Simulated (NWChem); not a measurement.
System: Si$_{2}$H$_{4}$OClF; SMILES F[Si@H](Cl)O[SiH3]

```xyz
9

F      2.0338     0.7973     0.1361
Si     0.5613     0.6316    -0.4962
Cl    -0.7465     1.5570     0.7831
O      0.1982    -0.9483    -0.6146
Si    -0.4093    -2.3039     0.1542
H      0.5392     1.2743    -1.8198
H      0.1809    -2.4236     1.5181
H     -0.0400    -3.4863    -0.6698
H     -1.8921    -2.1921     0.2539
```
Atoms are numbered in this order, from 1.

Level: PBE0/def2-SVP (NWChem), optimised geometry, unscaled harmonic frequencies. 

```csv
frequency (cm⁻¹),IR intensity (km/mol)
31,0.2
38,0.7
65,2.2
235,6.0
276,9.5
364,43.8
545,48.9
631,33.2
726,52.2
733,47.3
833,139.8
844,186.9
935,171.6
950,131.3
951,81.2
985,349.3
1136,449.9
2253,68.7
2258,117.4
2272,113.5
2356,90.4
```

```
Quantity                                                                           Result
-----------------------------------------------------------------------  ----------------
zero-point energy                                                           27.7 kcal/mol
thermal correction to the enthalpy at 298.15 K (with zero-point energy)     33.1 kcal/mol
heat capacity Cv                                                         23.8 cal/(mol K)
entropy at 298.15 K and 1 atm (symmetry number 1)                        91.1 cal/(mol K)
dipole moment                                                                      1.48 D
```

Rigid rotor and harmonic oscillator; modes under 100 cm⁻¹ make the entropy uncertain.
